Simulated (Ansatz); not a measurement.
Mulliken charges of BGeH₅OSi, SMILES `[GeH3][SiH]1BO1` from PBE/def2-TZVPP in Ansatz (PBE0-D4/def2-TZVP geometry).

| atom | x (Å) | y (Å) | z (Å) | charge (e) |
| --- | --- | --- | --- | --- |
| Ge1 | -0.469 | 1.585 | -0.025 | 0.019 |
| Si2 | 0.677 | -0.465 | -0.360 | 0.140 |
| B3 | 0.437 | -2.048 | 0.674 | 0.062 |
| O4 | -0.419 | -1.850 | -0.333 | -0.204 |
| H5 | -1.348 | 1.940 | -1.236 | 0.000 |
| H6 | -1.352 | 1.482 | 1.228 | 0.005 |
| H7 | 0.556 | 2.713 | 0.180 | -0.002 |
| H8 | 1.472 | -0.478 | -1.617 | -0.050 |
| H9 | 0.535 | -2.925 | 1.472 | 0.030 |

Q: By hand: the dipole of these point charges (1 e Å = 4.8032 D).

A: Σ q r = (0.133, 0.154, 0.190) e Å, of length 0.278 e Å = 1.34 D.

Q: How does the dipole of the full density compare? (Best estimate.)

A: Ansatz gave: (0.108, 0.145, 0.036) e Å, 0.89 D; the point charges give 1.51 times that, at 32° from its direction.

Point charges leave out the atoms' own dipoles, such as those of lone pairs, and Mulliken's split depends on the basis, so the two needn't agree.
